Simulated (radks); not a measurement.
The nuclear charge of the iodine ion I2+ is varied continuously with 51 electrons held in [Kr] 4d10 5s2 5p3. All-electron calculation, Dirac Kohn-Sham, LDA (Slater exchange, Perdew-Wang correlation), spin-unpolarised, spherical densities, finite nucleus; open shells fill j = l - 1/2 first; Fermi nuclear charge, rms radius 4.75 fm. Program: a radial shooting solver on a logarithmic mesh with Libxc functionals. By the Hellmann-Feynman theorem dE/dZ = E(electron-nucleus)/Z, the electronic potential at the nucleus (averaged over a nucleus of fixed radius).

Z     E (hartree)  E(electron-nucleus)/Z (hartree)   HOMO  e(HOMO) (eV)  <r> HOMO (bohr)
52    -6790.62717                         -317.022  5p3/2       -13.451            2.512
52.1  -6822.37184                         -317.871  5p3/2       -14.442            2.479
52.2  -6854.20139                         -318.720  5p3/2       -15.451            2.447
52.3  -6886.11585                         -319.569  5p3/2       -16.478            2.416
52.4  -6918.11523                         -320.419  5p3/2       -17.523            2.387
52.5  -6950.19957                         -321.268  5p3/2       -18.585            2.359
52.6  -6982.36888                         -322.118  5p3/2       -19.665            2.331
52.7  -7014.62319                         -322.968  5p3/2       -20.762            2.305
52.8  -7046.96254                         -323.819  5p3/2       -21.876            2.280
52.9  -7079.38693                         -324.669  5p3/2       -23.007            2.255
53    -7111.89642                         -325.520  5p3/2       -24.154            2.232
53.1  -7144.49102                         -326.372  5p3/2       -25.317            2.209
53.2  -7177.17077                         -327.223  5p3/2       -26.496            2.187
53.3  -7209.93570                         -328.075  5p3/2       -27.692            2.165
53.4  -7242.78584                         -328.928  5p3/2       -28.903            2.144
53.5  -7275.72123                         -329.780  5p3/2       -30.130            2.124
53.6  -7308.74190                         -330.633  5p3/2       -31.372            2.104
53.7  -7341.84788                         -331.487  5p3/2       -32.629            2.085
53.8  -7375.03922                         -332.340  5p3/2       -33.902            2.066
53.9  -7408.31595                         -333.194  5p3/2       -35.190            2.048
54    -7441.67810                         -334.049  5p3/2       -36.493            2.030

The central difference of E at Z = 53 is -325.520 hartree, to compare with the third column; the second derivative is -8.51 hartree.
